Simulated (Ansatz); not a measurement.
Calculated with Ansatz (gas phase, PBE0-D4/def2-TZVP geometries, no zero-point term in ΔE). CBS: MP2 limit from def2 TZ/QZ plus the TZ coupled-cluster correction, frozen cores. This one scheme is used for every species. DFT in def2-TZVPP. B3LYP here is the variant with VWN-RPA as its local correlation; programs differ in this. For Ti outer-core shells are correlated without core-valence functions, which leaves a few kJ/mol of doubt a bond. Scalar relativity is left out up to krypton. One conformer a species, not always the lowest.

`[NH2][Ti]([OH])([Cl])[Cl]` + HCl → `[NH2][Ti]([Cl])([Cl])[Cl]` + H₂O  (ligand exchange at a Ti–O bond)

```csv
level,ΔE (kJ/mol),difference from CCSD(T)/CBS
PBE-D4,-20.0,2.7
BLYP-D4,-17.4,5.3
B3LYP-D4,-17.5,5.2
r2SCAN0-D4,-20.0,2.7
CAM-B3LYP-D4,-9.1,13.6
ωB97X-V,-10.2,12.5
ωB97M-V,-13.8,8.9
HF/def2-SVP,0.5,23.2
SCS-MP2/def2-TZVPP,-20.3,2.4
HF/CBS(def2),-11.2,11.5
CCSD(T)/CBS,-22.7,0
```

Largest T1 diagnostic among the species: 0.025, so the coupled-cluster value is less sure than usual.

The D4 term adds −3.1 kJ/mol with B3LYP and −1.7 kJ/mol with PBE0; it sums over pairs of atoms, weighted by their polarisabilities, and B3LYP, whose exchange is more repulsive, gets the larger term. Leaving LDA and LC-ωPBE aside and taking each functional with its dispersion term where it has one, the values, not all of them listed here, spread over 14.0 kJ/mol, from PBE-QIDH to CAM-B3LYP-D4. LDA lies +3.9 kJ/mol from PBE without D4. At CCSD(T), def2-SVP lies +20.4 kJ/mol from the extrapolated value and def2-TZVPP +6.2 kJ/mol.
